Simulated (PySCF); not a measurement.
`CO[C@@]12C[C@@H]1[C@@H]2O`, C$_{5}$H$_{8}$O$_{2}$

Cartesian coordinates in Å; atom numbers follow the order of the lines, from 1:
```xyz
15

C     2.186   -0.753    0.121
O     1.398    0.262   -0.481
C     0.113    0.284   -0.017
C    -0.528    1.061    1.096
C    -1.079    1.122   -0.304
C    -1.131   -0.366   -0.530
O    -1.866   -1.205    0.308
H     3.175   -0.671   -0.326
H     1.768   -1.744   -0.079
H     2.255   -0.604    1.203
H     0.006    1.931    1.454
H    -1.082    0.528    1.858
H    -1.295    1.950   -0.944
H    -1.118   -0.703   -1.568
H    -2.806   -1.083    0.134
```

Computed, not measured: TDDFT CAM-B3LYP/aug-cc-pVDZ circular dichroism and optical rotation, one conformer, gas phase in PySCF. Geometry: GFN2-xTB.

The molecule is flexible and this is one conformer; a measurement averages over conformers.

(1) Draw the ECD and absorption spectra from the lowest 8 states, each a Gaussian of half-width 0.35 eV at 1/e height.

## Answers

(1) 
| E (eV) | λ (nm) | Δε (L mol⁻¹ cm⁻¹) | ε (L mol⁻¹ cm⁻¹) |
| --- | --- | --- | --- |
| 5.93 | 209 | -1.52 | 76.3 |
| 6.03 | 206 | -3.20 | 162 |
| 6.13 | 202 | -5.74 | 294 |
| 6.23 | 199 | -8.87 | 468 |
| 6.33 | 196 | -11.91 | 662 |
| 6.43 | 193 | -14.09 | 862 |
| 6.53 | 190 | -14.92 | 1080 |
| 6.63 | 187 | -14.20 | 1350 |
| 6.73 | 184 | -11.59 | 1710 |
| 6.83 | 182 | -6.58 | 2190 |
| 6.93 | 179 | +0.98 | 2750 |
| 7.03 | 176 | +9.99 | 3280 |
| 7.13 | 174 | +18.06 | 3640 |

Δε uses R in velocity form, ε uses f in length form. Only the states computed contribute, so the short-wavelength end is incomplete.
